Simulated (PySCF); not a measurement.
Calculated NMR data

A single conformation, equivalent nuclei averaged, relativity neglected, no solvent. σ from GIAO-PBE0/pcSseg-1; GFN2-xTB geometry; PySCF.

Chemical shifts δ = σref − σ; TMS for $^{1}$H (σ = 31.72 ppm), $^{13}$C (σ = 186.93 ppm), all at this level. Splittings of carbon signals by F and P are missing where no couplings were computed. Where no couplings were computed, multiplicities follow the n + 1 count of equivalent neighbours, and m marks all less simple cases (inequivalent or close neighbours, rings, F or P nearby). Shifts are as computed. Against solution values, carbons near 30 ppm lie about +3 ppm off and those near 130 ppm about +5 ppm. Of 1211 compounds with measured shifts, 218 miss one by over three times the rms of a fit or turn the order of signals round; such compounds aren't used in these exercises.

**1.** SMILES C(/C=C(/C=O)[SiH3])(F)(F)[SiH2]F, C4H7F3OSi2. $^{1}$H NMR (500 MHz, computed): δ 9.96 (s, 1H), 7.24 (m, 1H), 5.26 (m, 2H), 4.25 (s, 3H). $^{13}$C{$^{1}$H} NMR (computed): δ 199.5, 165.5, 152.0, 133.1.

**2.** `C=C(C)O[SiH](Cl)Cl`, C3H6Cl2OSi. $^{1}$H NMR (500 MHz, computed): δ 5.77 (s, 1H), 4.48 (br s, 1H), 4.24 (br s, 1H), 1.97 (s, 3H). $^{13}$C{$^{1}$H} NMR (computed): δ 163.1, 96.7, 24.8.
